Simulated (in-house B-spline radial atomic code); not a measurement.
Values are calculated unless marked as measured or tabulated.
**N in an electron gas of r_s = 3.6: phase shifts, screening and friction**

A nucleus sits in a uniform electron gas with a rigid positive background. The Kohn-Sham equations are solved self-consistently in the spin-unpolarised LDA (PW92), non-relativistic, on B-splines with outgoing waves at the boundary and partial waves to l = 8. The model has no lattice, no bands and no magnetic solution. Atomic units; δ_l are the phase shifts at the Fermi level, counted so that each bound state adds π, and good to about 0.0005.

The density parameter is r_s = 3.6 bohr.

```csv
l,δ_l (rad)
0,5.0357
1,2.0701
2,-0.0493
3,-0.0009
4,0.0006
5,0.0002
6,0.0001
7,0.0002
8,0.0002
```

Bound levels below the band bottom (hartree): s -13.54, s -0.2757.

(1) Check the Friedel sum rule, and say where the screening charge sits.

(2) Find the transport cross section and the electronic stopping of a 5 keV N ion (mass 14.01 u).

## Answers

(1) k_F = (9π/4)^(1/3)/r_s = 0.53310. The rule is Z = (2/π) Σ (2l + 1) δ_l. The terms are s 3.206, p 3.954, d -0.157, f -0.004 and 0.010 beyond, in all 7.008 against Z = 7. Bound states hold 4 s, 0 p, 0 d electrons, so the scattering states carry 3.01 in all; where a term is smaller than its bound count, the bound level has drawn weight out of the band.

(2) σ_tr = (4π/k_F²) Σ (l + 1) sin²(δ_l − δ_(l+1)). The terms for l = 0 to 3 are 0.0307, 1.4561, 0.0070, 0.0000, all together 1.4938, so σ_tr = 44.217 × 1.4938 = 66.051 bohr². With n = 3/(4π r_s³) = 0.005117, the friction coefficient is Q = n k_F σ_tr = 0.1802. For v well below v_F = 0.533, dE/dx = Q v; with 24801 eV per u at v = 1, v = √(5000/(24801 × 14.01)) = 0.1200, so dE/dx = 0.02161 hartree/bohr = 11.1 eV/nm. The largest term couples the p and d waves.
